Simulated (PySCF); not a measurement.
Species: bis(trifluoromethyl)germane, C2H2F6Ge.
SMILES with atom numbers: `[F:1][C:2]([F:3])([F:4])[GeH2:5][C:6]([F:7])([F:8])[F:9]` (hydrogens: H10, H11 on Ge5)

Cartesian coordinates in Å at the PBE0-D3(BJ)/def2-SVP level; atoms count from 1:
```xyz
11
C2H2F6Ge angstrom
F      2.1208   -0.4649    0.7800
C      1.5314   -0.4245   -0.4186
F      2.0874   -1.3781   -1.1751
F      1.8232    0.7556   -0.9749
Ge    -0.4406   -0.6882   -0.2714
C     -1.1958    0.9392    0.5996
F     -0.6041    1.1923    1.7706
F     -1.0556    2.0237   -0.1672
F     -2.5044    0.7750    0.8316
H     -1.0327   -0.8146   -1.6759
H     -0.7173   -1.8999    0.6201
```

Level of theory: PySCF 2.14.0, density-fitted response routines, TDDFT CAM-B3LYP/def2-SVPD, vertical, gas phase, core orbitals frozen in the response. The CAM-B3LYP/def2-SVPD calculation is non-relativistic and has no spin–orbit coupling, an omission that weighs most on germanium.

Kohn–Sham orbitals with the atoms that hold most of them (Löwdin shares over 4%, at most four atoms; ? is withheld):

| orbital | ε (eV) | atoms |
| --- | --- | --- |
| HOMO-3 | -13.83 | F8 19%, F9 18%, F7 18%, F1 16% |
| HOMO-2 | -12.29 | Ge5 41%, H11 24%, H10 24% |
| HOMO-1 | -11.61 | Ge5 27%, C6 10%, C2 10%, H10 9% |
| HOMO | ? | ? |
| LUMO | 0.67 | Ge5 47%, H10 15%, H11 15%, C2 4% |
| LUMO+1 | 0.69 | Ge5 37%, H11 12%, H10 12%, C6 8% |
| LUMO+2 | 1.04 | Ge5 40%, H11 10%, H10 10%, C2 8% |

(1) Which atoms hold the HOMO, and with what shares?

(2) What is the HOMO energy, and the HOMO–LUMO gap?

Answers

(1) Ge5 (bonded to 2 C and 2 H) 20%; C2 (bonded to 3 F and Ge) 14%; C6 (bonded to 3 F and Ge) 14%; F9 (bonded to C) 11%. By element: carbon 29%, germanium 20%, fluorine 11% or more.

(2) ε(HOMO) = -11.21 eV; the gap is 11.87 eV (0.4363 hartree).

Task: How does S1 compare with the orbital gap of 11.87 eV?

Result: S1 is at 8.67 eV (f = 0.0006), 3.21 eV below the gap, made of HOMO→LUMO+2 (42%), HOMO-1→LUMO+1 (35%), HOMO→LUMO (16%). Its leading pair isn't HOMO and LUMO; the energies of that pair differ by 12.25 eV. 

Next come S2 at 8.79 eV (f 0.029), HOMO→LUMO+1 (86%), HOMO-1→LUMO+2 (10%); S3 at 9.02 eV (f 0.0001), HOMO→LUMO (67%), HOMO-1→LUMO+1 (30%); S4 at 9.14 eV (f 0.0000), HOMO-2→LUMO+1 (59%), HOMO→LUMO+3 (35%); S5 at 9.21 eV (f 0.0072), HOMO-1→LUMO (56%), HOMO-1→LUMO+2 (36%).

Löwdin shares depend on the basis, the more so with diffuse functions.
